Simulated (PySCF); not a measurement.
Ge(H)(NH2)2(NMe2), SMILES C[N](C)[GeH]([NH2])[NH2] at its GFN2-xTB optimised geometry (Å):

```
17

Ge    -0.8245     0.6441     0.0000
N     -1.2422    -0.4262    -1.4012
N      1.0007     0.6441     0.0000
N     -1.5579    -0.1583     1.4591
C     -1.8804     0.5875     2.6508
C     -1.2355    -1.5374     1.7424
H     -1.4599     2.0352     0.0000
H     -0.8131    -0.2183    -2.2901
H     -2.2270    -0.5909    -1.5484
H      1.4589     1.2304     0.6820
H      1.4599     0.7663    -0.8896
H     -2.7701     0.1618     3.1266
H     -1.0652     0.5760     3.3874
H     -2.0920     1.6222     2.3824
H     -2.1002    -2.0387     2.1894
H     -0.9791    -2.0352     0.8100
H     -0.3897    -1.6321     2.4355
```

Method: PBE0/def2-SVP in PySCF. Cells within 0.4 Å of a nucleus heavier than hydrogen are left out (blank, or x).

Map of the electrostatic potential (hartree/e), clipped to [-0.08, 0.12] on the plane z = 1.2 Å:

```
|3333333333333333333333333333333|
|3333333333333333333333333333333|
|3333333333333333333344444333333|
|3333333333333333333444444443333|
|3333333333333333334444444444333|
|3333333333333333344444444444333|
|3333333333333334444444444444433|
|3333333333334444444555544444433|
|3333333334444555455666654444433|
|3333333344566665556899755444433|
|3333333445689987668999865444333|
|3332223357999998669999854443333|
|3322222358999999767999654433333|
|3222211389999998655565433333333|
|3222111399999996433222233333333|
|322110049xx99965321111122333333|
|222110049xx99853210001122233333|
|3222100299999853210001122223333|
|3222111279999953211011122223333|
|3222211379999963211111122223333|
|3322222489999973221111222223333|
|3332223479999973222222222223333|
|3333333459999963222222222233333|
|3333333345999953222222222233333|
|3333333333566533222222222333333|
|3333333333344333222222223333333|
|3333333333333333322222333333333|
|3333333333333333333333333333333|
|3333333333333333333333333333333|
|3333333333333333333333333333333|
|3333333333333333333333333333333|
```
Scale: ten equal steps from -0.068 (start of '0') to 0.120 (end of '9'), in the order '0123456789'; x runs from -4.50 to 4.50, y from -4.50 (bottom) to 4.50 (top).
